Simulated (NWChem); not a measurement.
System: SiHF3; SMILES F[SiH](F)F

Program: NWChem. Geometry: optimised at PBE0/def2-SVP. Vertical excitations in the gas phase; the lowest state need not have the same character in each row.

For level B3LYP/aug-cc-pVDZ, TDA:

- orbital gap (eV): 10.99

**Question.** Estimate the same quantities for level PBE0/aug-cc-pVDZ, TDA.

**Answer.** 
| Property | Value |
|---|---|
| orbital gap (eV) | 11.53 |
